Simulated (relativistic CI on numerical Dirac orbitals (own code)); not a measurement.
Calculated at this level of theory: Dirac-Coulomb-Breit CI, orbitals from a KLI potential per configuration, QED by a radiative potential, unscaled Slater integrals (own radial code, finite nucleus).

The strongest absorption lines from the ground level of an ion, among the configurations computed and to levels below about 1850 eV (vacuum wavelength in nm, gf): 0.74425 (0.44), 0.76202 (0.46), 0.76363 (0.86), 0.76555 (1.7), 0.76666 (3.6), 0.76882 (0.7), 0.78378 (2.3), 0.78806 (0.61).

Problem. Which ion is it?
A. Rb XXX
B. As XXVI
C. As XXIV
D. Cu XXII

Solution. B. As XXVI has 8 electrons and the ground level 2s2 2p4 3P_2; the strongest line goes to 2s2 2p3 3d 3D°_3. The pattern of lines fixes the number of electrons, and along that sequence the line energies rise steadily with the charge (about as its square where n changes within one kind of shell, about linearly where n is kept but much faster in heavy ions where fine structure, which grows about as Z⁴, sets the gap, and irregularly where shells cross), which fixes Z. Configurations outside the model, such as inner-shell arrays, can give stronger lines. At this charge energies of transitions that change n are usually good to better than 1 %, and those within a shell (Δn = 0) to a few per cent.

LS names give the leading component of a level, which can be under half, so a name can repeat, a term be missing and a line seem to break the LS rules.
